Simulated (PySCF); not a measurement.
One entry of a table of gas-phase calculations, keyed by method.

```json
{
 "formula": "C4H5Cl2F",
 "smiles": "FC/C=C\\C(Cl)Cl",
 "inchi": "InChI=1S/C4H5Cl2F/c5-4(6)2-1-3-7/h1-2,4H,3H2/b2-1-",
 "charge": 0,
 "multiplicity": 1,
 "geometry_level": "PBE0-D3(BJ)/def2-SVP",
 "atoms_angstrom": [
  ["F", 2.138, -1.027, -0.64],
  ["C", 0.989, -0.923, 0.102],
  ["C", 0.3, 0.361, -0.219],
  ["C", -1.002, 0.633, -0.087],
  ["C", -2.06, -0.315, 0.381],
  ["Cl", -1.676, -1.05, 1.965],
  ["Cl", -2.379, -1.599, -0.831],
  ["H", 1.256, -0.946, 1.175],
  ["H", 0.343, -1.793, -0.101],
  ["H", 0.967, 1.153, -0.576],
  ["H", -1.363, 1.632, -0.346],
  ["H", -3.017, 0.199, 0.519]
 ],
 "electronic_structure_code": "PySCF",
 "results": {
  "PBE0-D3(BJ)/def2-SVP geometry optimisation, gas phase": {
   "point_group": "C1",
   "rotational_constants_GHz": [2.215, 1.109, 0.943]
  },
  "B3LYP/def2-SVPD ground state and vertical TDDFT (core frozen in the response)": {
   "dipole_D": 2.27,
   "homo_eV": -7.81,
   "lumo_eV": -1.6,
   "S1_eV": 5.8,
   "strongest_line_of_6_singlets_eV": 5.8,
   "polarisability_au": 78.7,
   "r2_bohr2_about_centre_of_nuclear_charge": 1234.0,
   "singlets_eV_and_f": [
    [5.8, 0.137],
    [5.98, 0.008],
    [6.07, 0.001],
    [6.25, 0.056],
    [6.59, 0.006],
    [6.68, 0.008]
   ]
  }
 }
}
```

The principal polarisabilities are 71.2, 76.7 and 88.2 au; their mean is the isotropic value. With B = h/(8π²I), that is 505.379 GHz u Å² over I, the principal moments of inertia are 228.2, 455.7 and 536.0 u Å² (most abundant isotopes); the inertial defect Ic − Ia − Ib is -147.9 u Å² (zero for a rigid planar frame, negative otherwise). In atomic units the dipole is 0.89 e·bohr (1 au = 2.5417 D). In wavenumbers S1 is 46800 cm⁻¹ (1 eV = 8065.54 cm⁻¹).

The values belong to the conformer `[F:1][CH2:2]/[CH:3]=[CH:4]\[CH:5]([Cl:6])[Cl:7]`: F1–C2–C3–C4 155°, C3–C4–C5–Cl6 54°.
